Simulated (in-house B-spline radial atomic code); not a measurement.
# Ionising neutral technetium with different functionals

Computed with a B-spline radial code for spherical atoms: four-component Dirac-Coulomb Hamiltonian, Fermi nucleus of rms radius 4.41117 fm, spin-restricted, spherical fractional occupations for the functionals, and exact exchange of hybrids averaged over the configuration. The ionisation energy is the difference of two self-consistent energies, [Kr] 4d5 5s2 → [Kr] 4d5 5s1, without Breit or QED terms; ε is the level of the shell that loses the electron (mean over j).

```csv
method,rung,ΔSCF (eV),-ε(5s) (eV)
BHandHLYP,global hybrid,7.55,6.15
B3LYP,global hybrid,8.04,5.58
PBE0,global hybrid,7.86,5.64
wB97X,range-separated hybrid,7.73,7.48
```

(1) Among the functionals, which spreads more, the ΔSCF values or the orbital energies?

(2) How do they compare with the NIST value?

Answers

(1) The orbital energies: ΔSCF values span about 0.48 eV and the orbital energies 1.90 eV.

(2) NIST lists 7.119 eV (measured, ground level to ground level). Errors run from +0.43 to +0.92 eV; BHandHLYP is closest (+0.43 eV), but part of that can be cancellation, since the calculations leave out Breit-QED terms, spin polarisation, the choice among j levels, multiplet and fine-structure energies.
